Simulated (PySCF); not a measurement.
Compound: C₆H₅FN (doublet state).
SMILES with atom numbers: `[NH:1][c:2]1[cH:3][cH:4][cH:5][c:6]([F:7])[cH:8]1` (hydrogens: H9 on N1; H10 on C3; H11 on C4; H12 on C5; H13 on C8)

Cartesian coordinates in Å at the GFN2-xTB level; atoms count from 1:
```xyz
13
C6H5FN angstrom
N      2.4490   -0.3767    0.0135
C      1.1619   -0.1754    0.0059
C      0.3076   -1.3253    0.0550
C     -1.0559   -1.1964    0.0491
C     -1.6518    0.0626   -0.0019
C     -0.8339    1.1915   -0.0494
F     -1.4262    2.4030   -0.0971
C      0.5306    1.1127   -0.0498
H      2.9995    0.4788   -0.0226
H      0.7882   -2.2892    0.0944
H     -1.6840   -2.0739    0.0840
H     -2.7233    0.1810   -0.0075
H      1.1340    2.0077   -0.0913
```

The hyperfine couplings belong to this conformer and change with its torsions.

Level of theory: UKS B3LYP, pcH-1 on C F H N, non-relativistic, mean-field spin-orbit, GIAO (PySCF). Isolated species at its GFN2-xTB geometry (one conformer only). Couplings are sensitive to structure, and on GFN2-xTB geometries they can be far from those on DFT ones. The SCF solution wasn't tested for stability. ⟨S²⟩ is 0.788 where a pure state has 0.75.

(1) What is the g tensor, term by term?

(2) What are the electron Larmor frequencies g μB B/h along the three axes at 3350 mT?

(3) Average each term over the three axes. Which is largest in size?

(4) In a frozen sample, at which fields do the three g values resonate at 9.5, 34, 94 and 263 GHz (hyperfine left aside), and which band first spreads them over more than twice a line width of 1.0 mT?

Answers

(1) 
```tsv
Δg (ppm)	1	2	3
relativistic mass correction	-176	-176	-176
gauge correction	-16	36	36
orbital Zeeman/spin–orbit	9	874	2902
total	-183	734	2762
```

So g = 2.00214, 2.00305, 2.00508 and g_iso = 2.00342; the tensor is rhombic: the two nearest values differ by 31 % of g3 − g1. Axes: g1 is normal to the molecular plane and g2 points within 1° of the C3–H10 bond.

(2) 93.8750, 93.9180, 94.0131 GHz for g1, g2 and g3, a range of 138.1 MHz.

(3) The orbital-Zeeman/spin–orbit term 1262, the mass correction -176 and the gauge correction 19 ppm, for a total of 1104 ppm. The orbital-Zeeman/spin–orbit term is the largest in size. The mass correction is the same along every axis, so the anisotropy comes from the other two: their spans along these axes are 52 (gauge) and 2893 ppm (orbital Zeeman/spin–orbit).

(4) 
```json
{"band": "X", "GHz": "9.5", "B(g3) mT": "338.52", "B(g2) mT": "338.86", "B(g1) mT": "339.01", "spread mT": "0.50"}
{"band": "Q", "GHz": "34.0", "B(g3) mT": "1211.53", "B(g2) mT": "1212.76", "B(g1) mT": "1213.32", "spread mT": "1.78"}
{"band": "W", "GHz": "94.0", "B(g3) mT": "3349.53", "B(g2) mT": "3352.92", "B(g1) mT": "3354.46", "spread mT": "4.93"}
{"band": "J", "GHz": "263.0", "B(g3) mT": "9371.57", "B(g2) mT": "9381.06", "B(g1) mT": "9385.35", "spread mT": "13.79"}
```

The spread grows in proportion to the frequency. W band is the first where it exceeds 2.0 mT.

Largest spin populations (Mulliken): N1 (+0.58), C5 (+0.36), C3 (+0.31) and C8 (+0.28). Four atoms exceed +0.15. The positive populations add up to 1.53 and the negative ones to -0.53, together 2S = 1.

The HOMO–LUMO gaps are 5.44 eV among the α and 3.83 eV among the β orbitals.
